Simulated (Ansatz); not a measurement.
Reaction: SeCl2 (chloro selenohypochlorite, SMILES Cl[Se]Cl) → SeCl2+ (parent SMILES Cl[Se]Cl, doublet) + e-
Each species at its own B3LYP-D3(BJ)/def2-TZVP minimum (Ansatz, a first-principles code).

Wanted: adiabatic ionisation energy (electronic), in eV. UHF or UKS for unpaired electrons; spin-orbit terms are left out. Cores are frozen in correlated methods (noble-gas shells, and filled d and f shells in the p block). No relativity. CBS(X,Y): correlation extrapolated as X^-3, Hartree-Fock from the larger set. A bracket is a step between two methods taken in the basis named. Double hybrids freeze cores in their MP2 part. The spin of Cl2Se+ (parent SMILES Cl[Se]Cl, doublet) was assumed, and the state is the lowest solution found for it.

CCSD(T)/CBS(def2-TZVPP,def2-QZVPP) + [CCSDT(Q) - CCSD(T)]/def2-SVP (Ansatz) gives 9.35 eV.

Problem. What does PBE/def2-TZVPD (Ansatz) give here, and how do the other levels compare?

Solution. PBE gives 8.95 eV, 0.40 eV below it. Differences of the others: r2SCAN/def2-TZVPD (Ansatz) -0.31; B3LYP/def2-TZVPD (Ansatz) -0.14; wB97M-V/def2-TZVPD (Ansatz) -0.11; B2PLYP/def2-TZVPD (Ansatz) -0.20; CCSD(T)/CBS(def2-TZVPP,def2-QZVPP) (Ansatz) 0.02 eV.
